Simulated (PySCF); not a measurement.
Mapped SMILES: `[CH2:1]=[C:2]([Cl:3])[CH2:4][BH:5][PH2:6]`; H(Xn) means a hydrogen on atom n. Ha(C1) is cis to Cl3; Hb(C1) is trans to Cl3.

Geometry: PBE0-D3(BJ)/def2-SVP; GIAO absolute shieldings from PySCF 2.14.0 with density-fitted response routines, gas phase, non-relativistic, averaged over equivalent atoms.

At B97-2/pcSseg-1 (151 basis functions, 14 s wall time on 1 thread of an Arm Neoverse V1, shared host):
| atoms | σ (ppm) |
| --- | --- |
| C2 | 30.7 |
| C1 | 68.8 |
| C4 | 138.6 |
| Cl3 | 673.8 |
| B5 | 14.3 |
| P6 | 487.2 |
| H(B5) | 23.28 |
| Ha(C1) | 26.02 |
| Hb(C1) | 26.13 |
| H(P6) | 28.04 |
| H(C4) | 28.62 |

What do these become at PBE0/IGLO-III?

Answers


| atoms | σ at PBE0/IGLO-III | change |
| --- | --- | --- |
| C2 | 23.4 | -7.3 |
| C1 | 65.8 | -3.0 |
| C4 | 135.7 | -2.9 |
| Cl3 | 660.7 | -13.1 |
| B5 | 4.5 | -9.8 |
| P6 | 485.5 | -1.7 |
| H(B5) | 22.85 | -0.43 |
| Ha(C1) | 26.05 | +0.03 |
| Hb(C1) | 26.23 | +0.10 |
| H(P6) | 27.85 | -0.19 |
| H(C4) | 28.37 | -0.25 |

The largest change is at Cl3 (chlorine bonded to C). Cost: 298 basis functions, 68 s wall time on 1 thread of an Arm Neoverse N1, shared host. The order of the carbon signals is the same at both levels.

A carbon bonded to boron is broadened by the quadrupolar boron nucleus and is often missing from a measured spectrum. Carbons that carry Cl, above all several Cl atoms, come out too deshielded, partly because spin–orbit coupling is missing.
